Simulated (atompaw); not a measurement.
# How hard is this cerium PAW (atompaw) potential?

atompaw 4.2.0.5 input, output lines left out:

```
Ce 58
GGA-PBE scalarrelativistic loggrid 2001 logderivrange -4 5 226
6 6 5 4 0 0
6 1 0
5 2 1
4 3 1
0 0 0
c
c
c
c
c
v
c
c
c
v
v
c
c
v
v
3
3.00 2.20 2.25 2.40
y
1.55
n
n
y
0.1
n
y
0.2
n
custom polynom gramschmidtortho besselshape
4 0 troulliermartins
3.00
3.00
2.35
3.00
3.00
3.00
1.45
1.45
```

The pseudo-atom Hamiltonian at the reference potential is diagonalised in spherical Bessel functions j_l(qr) that vanish at 20 bohr, with q² up to the cutoff. All-electron valence levels (Ry): 6s -0.2752, 5p -1.7070, 6p -0.0991, 5d -0.2248, 4f -0.3955.

Problem. How do the lowest levels (Ry) of each channel move with the cutoff, and are there ghosts?

Solution.

```json
{"cutoff (Ry)": "8", "s #1": "-3.5212", "s #2": "-0.2751", "s #3": "0.0010", "p #1": "-1.6664", "p #2": "-0.0989", "p #3": "0.0448", "d #1": "-0.2224", "f #1": "0.0902", "f #2": "0.1951", "Σ f·Δε (mRy)": "732.2"}
{"cutoff (Ry)": "18", "s #1": "-3.5297", "s #2": "-0.2752", "s #3": "0.0009", "p #1": "-1.7067", "p #2": "-0.0990", "p #3": "0.0447", "d #1": "-0.2248", "f #1": "0.0901", "f #2": "0.1943", "Σ f·Δε (mRy)": "487.7"}
{"cutoff (Ry)": "35", "s #1": "-3.5298", "s #2": "-0.2752", "s #3": "0.0009", "p #1": "-1.7070", "p #2": "-0.0990", "p #3": "0.0447", "d #1": "-0.2248", "f #1": "-0.2015", "f #2": "0.0907", "Σ f·Δε (mRy)": "194.1"}
{"cutoff (Ry)": "50", "s #1": "-3.5298", "s #2": "-0.2752", "s #3": "0.0009", "p #1": "-1.7070", "p #2": "-0.0990", "p #3": "0.0447", "d #1": "-0.2248", "f #1": "-0.3839", "f #2": "0.0905", "Σ f·Δε (mRy)": "11.6"}
{"cutoff (Ry)": "80", "s #1": "-3.5298", "s #2": "-0.2752", "s #3": "0.0009", "p #1": "-1.7070", "p #2": "-0.0990", "p #3": "0.0447", "d #1": "-0.2248", "f #1": "-0.3931", "f #2": "0.0905", "Σ f·Δε (mRy)": "2.4"}
{"cutoff (Ry)": "120", "s #1": "-3.5298", "s #2": "-0.2752", "s #3": "0.0009", "p #1": "-1.7070", "p #2": "-0.0990", "p #3": "0.0447", "d #1": "-0.2248", "f #1": "-0.3952", "f #2": "0.0905", "Σ f·Δε (mRy)": "0.3"}
{"cutoff (Ry)": "400", "s #1": "-3.5298", "s #2": "-0.2752", "s #3": "0.0009", "p #1": "-1.7070", "p #2": "-0.0990", "p #3": "0.0447", "d #1": "-0.2248", "f #1": "-0.3955", "f #2": "0.0905", "Σ f·Δε (mRy)": "0.0"}
```

Result: ghost state, extra bound levels that the all-electron valence spectrum of the same l lacks: s at -48.0 eV (a true bound ghost makes a file unfit for plane-wave use); 10 mRy is reached at 55 Ry and 1 mRy at 100 Ry.
